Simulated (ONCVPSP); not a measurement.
## Varying the ONCV potential for Te (Z = 52)

Base potential:

Te (Z = 52), optimised norm-conserving Vanderbilt (ONCV), made with ONCVPSP 4.0.1 (PBE, scalar-relativistic). Core [Ar] 3d10, reference 4s2 4p6 4d10 5s2 5p4. Waves: 4s+5s: rc 1.10 bohr, ncon 4, nbas 8, qcut 8.6 1/bohr, 2 projectors; 4p+5p: rc 1.25 bohr, ncon 4, nbas 7, qcut 9.5 1/bohr, 2 projectors; 4d: rc 1.30 bohr, ncon 4, nbas 9, qcut 14.5 1/bohr, 2 projectors, debl 1.7 Ha; f scattering state at 0.08 Ha: rc 1.20 bohr, ncon 4, nbas 7, qcut 9.2 1/bohr, 2 projectors, debl 1.3 Ha. Local part: polynomial inside 0.70 bohr (lpopt 1, dvloc0 6 Ha). Core correction: Teter function, fcfact 4.75, rcfact 1.35.

Cutoffs, loose and tight: the cutoffs (Ha) at which the residual kinetic energy of the hardest occupied pseudo-wave falls to 1 and 0.1 mHa per electron. They do not see the model core or the augmentation charge, which bear on the density cutoff. Test errors are all-electron minus pseudo excitation energies from the reference, over the configurations 4s2 4p6 4d10 5s2 5p3; 4s2 4p6 4d10 5s2 5p2; 4s2 4p6 4d10 5s2 5p1; 4s2 4p6 4d10 5s2 5p0. A dash means not determined; rows that change the core or the reference have their own tests.

```csv
change,outcome,"cutoff, loose","cutoff, tight",bound ghosts,GHOST(+) flags above zero,largest test error (meV)
base,generated,56 Ha,137 Ha,none,s,-23
"core correction Teter function, fcfact 4.75, rcfact 1.14",generated,56 Ha,137 Ha,none,s,-22
d: qcut 14.1,generated,55 Ha,137 Ha,none,s,-23
p: rc 1.54,generated,56 Ha,137 Ha,none,s,-26
f: qcut 11.5,generated,56 Ha,137 Ha,none,s,-23
"core correction Teter function, parameters optimised by the program",generated,56 Ha,137 Ha,none,s,-24
```

**Question.** What comes out with this change to the base: all radii but the core radius scaled by about 1.22 (s 1.34, p 1.52, d 1.58, f 1.46 bohr); local potential polynomial inside 0.86 bohr (lpopt 1, dvloc0 6 Ha)?

**Answer.** outcome: generated; cutoff, loose: 48 Ha; cutoff, tight: 68 Ha; bound ghosts: none; GHOST(+) flags above zero: none; largest test error (meV): -27.
